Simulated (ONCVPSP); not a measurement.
**Before and after: ONCV potential for Dy**

Dy, optimised norm-conserving Vanderbilt (ONCV), made with ONCVPSP 4.0.1 (Wu-Cohen, scalar-relativistic). Core [Kr] 4d10 4f9, reference 5s2 5p6 5d1 6s1 6p1. Waves: 5s+6s: rc 2.05 bohr, ncon 4, nbas 9, qcut 7.6 1/bohr, 2 projectors; 5p+6p: rc 2.60 bohr, ncon 4, nbas 9, qcut 4.6 1/bohr, 2 projectors; 5d: rc 2.20 bohr, ncon 4, nbas 7, qcut 4.6 1/bohr, 1 projector. Local part: polynomial inside 2.00 bohr (lpopt 5, dvloc0 4 Ha). Core correction: Teter function, fcfact 4.25, rcfact 1.45.

Change: local potential polynomial inside 2.00 bohr (lpopt 5, dvloc0 4.5 Ha).

Cutoffs: the cutoffs (Ha) at which the residual kinetic energy of the hardest occupied pseudo-wave falls to 1 and 0.1 mHa per electron; they do not see the model core or the augmentation charge, which bear on the density cutoff. Errors are all-electron minus pseudo energies relative to the spin-unpolarised reference configuration.

Question: What does the change do?

Answer: The potential gets neither clearly harder nor softer (17 Ha and 20 Ha → 17 Ha and 20 Ha); the lowest positive-energy flag moves from s at 55.6 eV to s at 102.2 eV; the errors of the 4 common tests hardly move; the range in which the s phases agree widens (upper end 1.5 → 3.3); neither file shows a bound ghost.

```csv
quantity,base,changed
"cutoff, loose",17 Ha,17 Ha
"cutoff, tight",20 Ha,20 Ha
bound ghosts,none,none
GHOST(+) flags under 300 eV,s at 55.6 eV,s at 102.2 eV
"error for 5s2 5p6 5d1 6s2 6p0, meV [ΔE -3.07 eV]",+1.9,+1.9
"error for 5s2 5p6 5d1 6s1 6p0, meV [ΔE 3.80 eV]",-3.3,-3.3
"error for 5s2 5p6 5d1 6s0 6p0, meV [ΔE 16.11 eV]",+4.2,+4.1
"error for 5s2 5p6 5d1.5 6s1.5 6p0, meV [ΔE -2.05 eV]",-2.2,-2.3
s: phases at 2.07 bohr within 0.05 rad from the reference energy up to (Ha; the scan ends near 5),1.5,3.3
p: phases at 2.64 bohr within 0.05 rad from the reference energy up to (Ha; the scan ends near 5),3.8,3.8
d: phases at 2.23 bohr within 0.05 rad from the reference energy up to (Ha; the scan ends near 5),2.1,2.1
"rms error of d²Exc/dni dnj with the model core, mHa",0.43,0.43
```
